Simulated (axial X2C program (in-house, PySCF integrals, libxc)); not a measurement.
Worked dissociation energy of SnBr: MP2, without spin–orbit coupling

Computed with an in-house relativistic program for diatomic molecules. Spin-free means the one-electron spin-free X2C Hamiltonian. Basis: Sn dyall-cv3z [11s12p9d4f1g], Br dyall-cv3z [8s9p6d4f1g] (cores contracted in-house); Gaussian nuclei, density fitting, unrestricted open shells. Masses: Sn 119.902 u, Br 78.918 u.

Molecular state: M_S = 1/2, Λ = 1 (beyond evenly filled blocks: π+α).

Correlated methods: 11 electrons correlated (number of frozen shells: Sn 4 s, 3 p, 2 d; Br 3 s, 2 p, 1 d), 273 virtual spin orbitals or spinors in MP2.

- E(Sn) (2M_S = 2, M_L = 0): -6173.877128 hartree
- E(Br) (2M_S = 1, M_L = 0): -2604.640779 hartree
- E(SnBr) at Re: -8778.643000 hartree
- ωe: 245.4 cm⁻¹
- ωexe: 0.513 cm⁻¹

**Question.** Work out De and D0.

**Answer.** De = -6173.877128 + (-2604.640779) − (-8778.643000) = 0.12509 hartree = 3.404 eV. The zero-point energy is ωe/2 − ωexe/4 = 123 cm⁻¹ = 0.015 eV, so D0 = 3.389 eV.

One determinant describes the state; a PBE0 search over occupations chose it and may have missed a lower one. De is counted from the lowest determinant-based energies of the atoms at the same level, without counterpoise correction. With the outer-core shells frozen, correlated bond lengths of heavy atoms tend to come out a few hundredths of an ångström too long. Spin-free De lacks the spin–orbit lowering of the heavy p-block atom, a tenth of an eV or more for 4p and 5p, up to an eV for 6p and one to two eV for 7p atoms, less what an open-shell molecule gains itself.

Each atomic determinant is the lowest at this level and need not be a pure term. Totals compare only within one Hamiltonian and basis.
